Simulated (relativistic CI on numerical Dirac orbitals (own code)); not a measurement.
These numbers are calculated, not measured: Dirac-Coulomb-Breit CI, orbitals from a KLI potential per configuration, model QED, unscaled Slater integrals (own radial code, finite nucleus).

The strongest absorption lines from the ground level of an ion, among the configurations computed and to levels below about 280 eV (vacuum wavelength in Å, gf): 48.905 (0.23), 49.322 (4.4), 49.798 (2.7), 50.134 (4.1), 56.643 (0.24), 61.858 (0.47), 62.070 (0.35), 63.531 (0.44).

Task: Which ion is it?
A. Os39+
B. Pb43+
C. Yb31+
D. Os37+

Result: D. Os37+ has 39 electrons and the ground level 4s2.4p6.4d3 4F_3/2; the strongest line goes to 4s2.4p6.4d2.4f 2D°_5/2. The pattern of lines fixes the number of electrons, and along that sequence the line energies rise steadily with the charge (about as its square where n changes within one kind of shell, about linearly where n is kept but much faster in heavy ions where fine structure, which grows about as Z⁴, sets the gap, and irregularly where shells cross), which fixes Z. Configurations outside the model, such as inner-shell arrays, can give stronger lines. At this charge energies of transitions that change n are usually good to better than 1 %, and those within a shell (Δn = 0) to a few per cent. Terms inside the open d or f shell come out 10 to 20 % too wide with unscaled integrals.

LS names give the leading component of a level, which can be under half, so a name can repeat, a term be missing and a line seem to break the LS rules.
